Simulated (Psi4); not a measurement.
CH$_{3}$BrOSi, singlet, geometry from GFN2-xTB; PBE0/cc-pVQZ run with Psi4.

The Psi4 input:
```
memory 2 GB

molecule {
0 1
  Si    0.36510492   -0.84013000    0.98802464
  Br    0.65286551    0.94925600   -0.39587851
  O    -1.05748620   -1.41178726    0.53027137
  C    -2.07621134   -1.14994655   -0.38963278
  H    -1.84148825   -0.27554252   -1.00225324
  H    -2.19875343   -2.02174990   -1.03499573
  H    -3.00436246   -0.97087020    0.15627758
}

set basis cc-pvqz

energy('pbe0')
print_variables()
```

Predict the main parts of the log of this Psi4 run.


```
   => Loading Basis Set <=

    Name: CC-PVQZ
    Role: ORBITAL
    Keyword: BASIS

         ---------------------------------------------------------
                                   SCF
               by Justin Turney, Rob Parrish, Andy Simmonett
                          and Daniel G. A. Smith
                              RKS Reference
         ---------------------------------------------------------

  ==> Geometry <==

    Molecular point group: c1
    Full point group: C1

    Geometry (in Angstrom), charge = 0, multiplicity = 1:

       Center              X                  Y                   Z               Mass
    ------------   -----------------  -----------------  -----------------  -----------------
         SI           0.272228631559    -0.925219028367     1.000277373571    27.976926534650
         BR           0.559989221559     0.864166971633    -0.383625776429    78.918337600000
         O           -1.150362488441    -1.496876288367     0.542524103571    15.994914619570
         C           -2.169087628441    -1.235035578367    -0.377380046429    12.000000000000
         H           -1.934364538441    -0.360631548367    -0.990000506429     1.007825032230
         H           -2.291629718441    -2.106838928367    -1.022742996429     1.007825032230
         H           -3.097238748441    -1.055959228367     0.168530313571     1.007825032230

  Running in c1 symmetry.

  Rotational constants: A =      0.24180  B =      0.06855  C =      0.05396 [cm^-1]
  Rotational constants: A =   7249.09024  B =   2055.13508  C =   1617.57906 [MHz]
  Nuclear repulsion =  303.353876320904192

  Charge       = 0
  Multiplicity = 1
  Electrons    = 66
  Nalpha       = 33
  Nbeta        = 33

  ==> Algorithm <==

  SCF Algorithm Type is DF.
  DIIS enabled.
  MOM disabled.
  Fractional occupation disabled.
  Guess Type is SAD.
  Energy threshold   = 1.00e-06
  Density threshold  = 1.00e-06
  Integral threshold = 1.00e-12

  ==> Primary Basis <==

  Basis Set: CC-PVQZ
    Blend: CC-PVQZ
    Number of shells: 97
    Number of basis functions: 327
    Number of Cartesian functions: 403
    Spherical Harmonics?: true
    Max angular momentum: 4

  ==> DFT Potential <==

   => LibXC <=

    Version 7.1.2
    S. Lehtola, C. Steigemann, M. J. T. Oliveira, and M. A. L. Marques,  SoftwareX 7, 1–5 (2018) (10.1016/j.softx.2017.11.002)

   => Composite Functional: PBE0 <=

    PBE0 Hyb-GGA Exchange-Correlation Functional

[...]
   @DF-RKS iter   4: -2978.40397657681569   -9.02751e-02   1.82139e-04 DIIS/ADIIS
   @DF-RKS iter   5: -2978.40470226260140   -7.25686e-04   1.12244e-04 DIIS/ADIIS
   @DF-RKS iter   6: -2978.40545849554928   -7.56233e-04   2.49706e-05 DIIS
   @DF-RKS iter   7: -2978.40549176954119   -3.32740e-05   5.83570e-06 DIIS
   @DF-RKS iter   8: -2978.40549348032164   -1.71078e-06   1.14308e-06 DIIS
   @DF-RKS iter   9: -2978.40549353785127   -5.75296e-08   4.84317e-07 DIIS
  Energy and wave function converged.

  ==> Post-Iterations <==

   Electrons on quadrature grid:
      Ntotal   =   66.0000157138 ; deviation = 1.571e-05

    Orbital Energies [Eh]
    ---------------------

    Doubly Occupied:

[...]
    Virtual:

[...]
    Final Occupation by Irrep:
              A
    DOCC [    33 ]
    NA   [    33 ]
    NB   [    33 ]

  @DF-RKS Final Energy: -2978.40549353785127

   => Energetics <=

    Nuclear Repulsion Energy =            303.3538763209041917
    One-Electron Energy =               -4745.3095597854598964
    Two-Electron Energy =                1559.3063541722324317
    DFT Exchange-Correlation Energy =     -95.7561642455279554
    Empirical Dispersion Energy =           0.0000000000000000
    VV10 Nonlocal Energy =                  0.0000000000000000
    Total Energy =                      -2978.4054935378512710

Computation Completed

Properties will be evaluated at   0.000000,   0.000000,   0.000000 [a0]

Properties computed using the SCF density matrix

 Multipole Moments:

 ------------------------------------------------------------------------------------
     Multipole            Electronic (a.u.)      Nuclear  (a.u.)        Total (a.u.)
 ------------------------------------------------------------------------------------

 L = 1.  Multiply by 2.5417464519 to convert [e a0] to [Debye]
 Dipole X            :         10.8999062          -11.5837095           -0.6838034
 Dipole Y            :         10.2111459          -10.6124674           -0.4013215
 Dipole Z            :         -1.6365875            1.5281845           -0.1084030
 Magnitude           :                                                    0.8002482

 ------------------------------------------------------------------------------------

  Variable Map:
  ----------------------------------------------------------------------------
[...]
  Array Variable Map:
  ----------------------------------------------------------------------------
[...]
[...]
```
